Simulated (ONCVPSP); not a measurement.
**tungsten (W), ONCV: configuration errors across variants**

W, optimised norm-conserving Vanderbilt (ONCV), made with ONCVPSP 4.0.1 (PBE, scalar-relativistic). Core [Kr] 4d10 4f14, reference 5s2 5p6 5d4 6s1.5 6p0.5. Waves: 5s+6s: rc 1.65 bohr, ncon 5, nbas 9, qcut 8.3 1/bohr, 2 projectors; 5p+6p: rc 2.30 bohr, ncon 3, nbas 6, qcut 6.6 1/bohr, 2 projectors; 5d: rc 2.85 bohr, ncon 5, nbas 10, qcut 5.9 1/bohr, 3 projectors, debl 1.5 Ha. Local part: polynomial inside 1.10 bohr (lpopt 5, dvloc0 0 Ha). Core correction: polynomial model core, fcfact 0.6.

All-electron excitation energies from the reference (eV): (1) 5s2 5p6 5d4 6s2 6p0 -2.210; (2) 5s2 5p6 5d4 6s1 6p0 6.673; (3) 5s2 5p6 5d4 6s0 6p0 22.353; (4) 5s2 5p6 5d4 6s0 6p1 12.127.

2 further variants failed, have other tests or too few solved ones, and are left out.

Errors AE − PS in meV (a dash: test not solved or not reliable):

| change | (1) | (2) | (3) | (4) | bound ghosts | GHOST(+) flags above zero |
| --- | --- | --- | --- | --- | --- | --- |
| base | +0.6 | -2.5 | -10 | -4.1 | none | s |
| core correction polynomial model core, fcfact 0.96 | +0.6 | -2.5 | -10 | -4.2 | none | s |
| s: nproj 4 | +0.6 | -2.5 | -10 | -4.1 | none | s |

Task: Give the same row for: core correction Teter function, fcfact 4.5, rcfact 1.55.

Result: +0.5, -2.5, -9.9, -5.8; bound ghosts: none; GHOST(+) flags above zero: s.
